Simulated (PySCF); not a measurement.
C₆ coefficients of unlike pairs at PBE

Calculated with PySCF 2.14 from the dipole response of each species, C₆(A,B) = (3/π) ∫ α_A(iu) α_B(iu) du, in atomic units, from isotropic polarisabilities. For ions this is the dispersion term alone; charge-induced terms of lower order in 1/R come first.

| species | configuration | basis | relativity | α (bohr³) | C₆ (like pair) |
| --- | --- | --- | --- | --- | --- |
| Sb³⁺ | [Kr] 4d10 5s2 (1S) | aug-cc-pVTZ-PP with ECP28MDF (6s5p4d2f) | core potential | 10.17 | 43.79 |
| W³⁺ | [Xe] 4f14 5d3 (4F) | x2c-TZVPPall with one added diffuse shell each of s, p, d, f type (12s8p8d4f1g) | spin-free X2C | 7.647 | 38.76 |
| Rh³⁺ | [Kr] 4d6 (5D) | aug-cc-pwCVTZ-DK (11s10p8d4f3g) | spin-free X2C | 4.822 | 22.16 |
| Os | [Xe] 4f14 5d6 6s2 (5D) | aug-cc-pVQZ-PP with ECP60MDF (7s7p6d4f3g2h) | core potential | 55.63 | 628.7 |

Task: Estimate C₆ for Os with W³⁺.

Result: The integral gives 138.5. The combination rule 2 C_A C_B / (C_A α_B/α_A + C_B α_A/α_B) gives 132.3 and the geometric mean 156.1.

No spin-orbit coupling is included.

The other pairs:

| pair | C₆ |
| --- | --- |
| Os, Sb³⁺ | 159.3 |
| Rh³⁺, Sb³⁺ | 29.21 |
| W³⁺, Sb³⁺ | 40.11 |
| Rh³⁺, W³⁺ | 29.07 |
| Os, Rh³⁺ | 97.62 |
